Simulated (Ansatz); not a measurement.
Te₂Pb. The state is a singlet with charge 0. Geometry r2SCAN-D4/def2-SVP, basis def2-TZVP, Ansatz.

```xyz
3

Pb   -0.257   -0.504    1.542
Te   -1.058   -0.408   -1.185
Te    1.316    0.912   -0.357
```

```json
{"run": "A", "HOMO (eV)": "-5.42", "LUMO (eV)": "-2.89"}
{"run": "B", "HOMO (eV)": "-5.05", "LUMO (eV)": "-3.24"}
{"run": "C", "HOMO (eV)": "-4.72", "LUMO (eV)": "-3.72"}
{"run": "D", "HOMO (eV)": "-4.53", "LUMO (eV)": "-3.46"}
{"run": "E", "HOMO (eV)": "-6.52", "LUMO (eV)": "-2.08"}
{"run": "F", "HOMO (eV)": "-5.23", "LUMO (eV)": "-3.09"}
```

In the def2 sets Pb, Te take a core potential; there is no spin–orbit coupling. B3LYP takes the VWN-RPA correlation. HSE06 is defined as in plane-wave codes, on full-range PBE exchange. The structure comes from a short search, and lower isomers may exist.

Q: The runs used B3LYP, CAM-B3LYP, HSE06, LDA (SPW92), PBE, PBE0. Estimate which is which.

A: A PBE0 (25 % exact exchange); B HSE06 (range-separated); C LDA (SPW92) (0 % exact exchange); D PBE (0 % exact exchange); E CAM-B3LYP (range-separated); F B3LYP (20 % exact exchange). Exact exchange lowers occupied and raises empty levels; among semilocal functionals meta-GGAs tend to open the gap a little, and such runs are hard to tell apart. The gap grows from 1.00 eV (LDA (SPW92)) to 4.44 eV (CAM-B3LYP).
